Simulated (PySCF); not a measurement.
C₄H₇ClOSi.
Atom-mapped SMILES: `[CH2:1]=[C:2]1[CH2:3][O:4][Si@@:5]1([CH3:6])[Cl:7]` (hydrogens: H8, H9 on C1; H10, H11 on C3; H12, H13, H14 on C6)

Computed with TDDFT wB97X-D/def2-SVPD, vertical, gas phase, core orbitals frozen in the response in PySCF 2.14.0, density-fitted response routines. Isolated species at its GFN2-xTB geometry, gas phase.

Kohn–Sham orbitals with the atoms that hold most of them (Löwdin shares over 4%, at most four atoms; ? is withheld):

```tsv
orbital	ε (eV)	atoms
LUMO+2	2.22	Si5 25%, Cl7 17%, O4 16%, C6 10%
LUMO+1	1.91	Si5 26%, Cl7 20%, C6 12%, C1 10%
LUMO	?	C1 31%, C2 30%, Si5 8%, C3 6%
HOMO	-9.65	?
HOMO-1	-10.04	?
HOMO-2	-10.45	O4 47%, C2 13%, C1 10%, Cl7 9%
HOMO-3	-11.07	O4 48%, Cl7 18%, C2 9%, Si5 9%
```

Which atoms hold the HOMO-1, and with what shares?

C2 (bonded to 2 C and Si) 26%; Cl7 (bonded to Si) 17%; Si5 (bonded to 2 C, Cl and O) 13%; C1 (bonded to C and 2 H) 11%. By element: carbon 38% or more, chlorine 17%, silicon 13%.

Which atoms hold the HOMO, and with what shares?

C1 (bonded to C and 2 H) 26%; C2 (bonded to 2 C and Si) 24%; O4 (bonded to C and Si) 12%; C3 (bonded to C, O and 2 H) 11%. By element: carbon 62% or more, oxygen 12%.

What is the LUMO energy, and the HOMO–LUMO gap?

ε(LUMO) = 1.12 eV; the gap is 10.77 eV (0.3959 hartree).

How does S1 compare with the orbital gap of 10.77 eV?

S1 is at 6.16 eV (f = 0.0037), 4.61 eV below the gap, made of HOMO-1→LUMO (80%), HOMO→LUMO (9%). Its leading pair isn't HOMO and LUMO; the energies of that pair differ by 11.17 eV. 

One configuration dominates each of S1 and S2. Which, and how do the shares of the two leading atoms of either orbital change from the occupied to the empty one?

- S1 (6.16 eV, f 0.0037), HOMO-1→LUMO (80%): C2 26% → 30%, Cl7 17% → at most 7%, C1 11% → 31%
- S2 (6.70 eV, f 0.175), HOMO→LUMO (81%): C1 26% → 31%, C2 24% → 30%

Hardware: one thread, Intel Xeon (x86_64), no GPU, shared host. Cost: 46 s of wall time, 0.89 GiB resident at most.
